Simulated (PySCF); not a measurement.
methyl (Z)-2,3-difluoroprop-2-enoate (C4H4F2O2), SMILES F/C(=C\F)C(=O)OC.

Geometry optimised at B3LYP-D3(BJ)/def2-SVP. One conformer was computed; it need not be the lowest.

All values below come from SMD-M06-2X/6-31G* (PySCF).

Solvation free energies are E(SMD) − E(gas) at the gas-phase geometry, for 1 M in both phases. In vacuum the dipole moment is 1.55 D.

Computed solvation free energies in water, methanol, dimethylsulfoxide:
```csv
solvent,ΔG(solv) (kcal/mol),its non-electrostatic (CDS) part,dipole (D)
water,-1.1,6.6,1.67
methanol,-3.2,4.3,1.67
dimethylsulfoxide,-3.0,1.6,1.80
```
